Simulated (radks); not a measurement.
Charge is removed step by step from the 3p3/2 level of the chlorine ion Cl+, starting from [Ne] 3s2 3p(1/2: 2, 3/2: 2). Calculated with a radial shooting solver on a logarithmic mesh with Libxc functionals: Dirac Kohn-Sham, PBE, spin-unpolarised, spherical densities, finite nucleus; Fermi nuclear charge, rms radius 3.3654 fm.

| removed (e) | E - E(0) (eV) | eigenvalue (eV) | E minus straight line (eV) |
|---|---|---|---|
| 0 | 0.000 | -19.364 | 0.000 |
| 0.1 | 1.995 | -20.530 | -0.543 |
| 0.2 | 4.106 | -21.709 | -0.970 |
| 0.3 | 6.337 | -22.902 | -1.277 |
| 0.4 | 8.687 | -24.108 | -1.465 |
| 0.5 | 11.159 | -25.327 | -1.531 |
| 0.6 | 13.753 | -26.558 | -1.475 |
| 0.7 | 16.471 | -27.802 | -1.295 |
| 0.8 | 19.314 | -29.059 | -0.990 |
| 0.9 | 22.283 | -30.327 | -0.559 |
| 1 | 25.380 | -31.608 | 0.000 |

Removing the whole electron costs 25.380 eV by Delta-SCF, against 19.364 eV from minus the eigenvalue at the starting occupation. Slater's transition state (half an electron removed) gives 25.327 eV. Integrating minus the eigenvalue over the occupation (Janak's theorem) gives 25.380 eV. The mean slope of the eigenvalue, de/dn, is 12.2 eV per electron. Ionisation energy of Cl+ in the NIST Atomic Spectra Database: 23.814 eV (measured).

Beside tabulated values, note that spin-unpolarised runs miss the spin-polarisation part of the exchange energy of open shells.
